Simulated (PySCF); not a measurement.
Level of theory: PySCF 2.14.0 with PBE-D3(BJ)/def2-TZVP // B3LYP-D3(BJ)/def2-TZVP. Isolated molecules, 0 K electronic values unless said otherwise. One relaxed conformer stands for a flexible species; it need not be the lowest. Excitations are Tamm–Dancoff values on a coarser integration grid. The basis has no diffuse functions, so Rydberg states are missing or too high.

Reference species (SMILES): `CC[N+]#[C-]` (neutral, multiplicity 1).

HOMO–LUMO gap: 6.56 eV
HOMO: -6.97 eV
T1 excitation (TDA): 5.71 eV

Changed species: `C1C(CC)C1` (C–C–C–C torsion 155°) (X = cyclopropyl; the reference has X = isocyano).

Question: Predict the effect on the HOMO–LUMO gap, HOMO and T1 excitation (TDA).

Answer: the HOMO–LUMO gap goes up by 0.70 eV, to 7.26 eV; the HOMO increases by 0.37 eV, to -6.60 eV; the T1 excitation (TDA) goes up by 1.46 eV, to 7.17 eV.
